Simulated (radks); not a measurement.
Results of a calculation; reference values are marked as such.
Cr3+, configuration [Ar] 3d2 6s1 (not the ground configuration).

Level of theory: scalar-relativistic Kohn-Sham, r2SCAN, spin-polarised, spherical densities, finite nucleus; open shells are filled with parallel spins first; meta-GGA in the generalised Kohn-Sham scheme; Fermi nuclear charge, rms radius 3.6452 fm (a radial shooting solver on a logarithmic mesh with Libxc functionals).

Energy parts (eV):
total: -28502.599
kinetic: 28796.334
electron-nucleus: -66882.414
Hartree: 10868.534
exchange-correlation: -1285.054

Orbitals (lengths in bohr, moments of r in powers of bohr; <r^-3> diverges for s and p1/2; r(90%) holds 90 % of the orbital's charge):
orbital,occ.,eigenvalue (eV),r(90%),<r>,<r^-3>
1s up,1,-5959.779,0.114,0.06357,-
1s down,1,-5959.788,0.114,0.06357,-
2s up,1,-734.4133,0.454,0.2926,-
2s down,1,-733.0276,0.453,0.2921,-
2p up,3,-625.0254,0.426,0.2599,361.6
2p down,3,-623.9610,0.425,0.2594,362.7
3s up,1,-132.4088,1.30,0.8747,-
3s down,1,-129.0430,1.31,0.8778,-
3p up,3,-101.8416,1.39,0.9164,46.88
3p down,3,-98.4812,1.40,0.9200,46.25
3d up,2,-54.5626,1.65,1.016,4.482
3d down,0,-51.0416,1.66,1.023,4.451
6s up,1,-9.9893,10.3,7.498,-

The highest occupied level is 6s up at -9.989 eV. The configuration is held as typed, so some empty levels lie below it. The electron density at the nucleus is 1.15e+04 e/bohr^3 (large components only). The spin density at the nucleus is 1.258 e/bohr^3 (1s 0.045, 2s -1.376, 3s 0.885, 6s 1.704). Summed over all electrons, <r^2> = 73.47 bohr^2, which gives a Langevin (diamagnetic) susceptibility term of -58.2 x 10^-6 cm^3/mol. The density falls to 0.001 e/bohr^3 at r = 2.53 bohr.
